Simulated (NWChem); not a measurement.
Molecule: CH4Sn, singlet; SMILES [CH3][SnH]

```xyz
6

Sn    -0.0408     0.3410     0.0027
H      1.7652     0.3985     0.0052
C     -0.0200    -1.8838     0.0025
H      0.5341    -2.2454     0.8950
H      0.5366    -2.2452    -0.8885
H     -1.0381    -2.3177     0.0010
```
Atoms are numbered in this order, from 1.

Computed with NWChem. Low-valent species are run as closed-shell singlets; no triplet was tried in these runs. The geometry was optimised at PBE-D3(BJ)/def2-SVP. def2 effective core potentials on Sn; no spin-orbit coupling. Level: PBE0/def2-SVPD; the question gives the wavelength of the field.

Task: Estimate the computed values for field static. Quantities: isotropic polarisability (bohr³); anisotropy (bohr³).

Result: 
```
Item                              Value
--------------------------------  -----
isotropic polarisability (bohr³)   62.4
anisotropy (bohr³)                 21.7
```
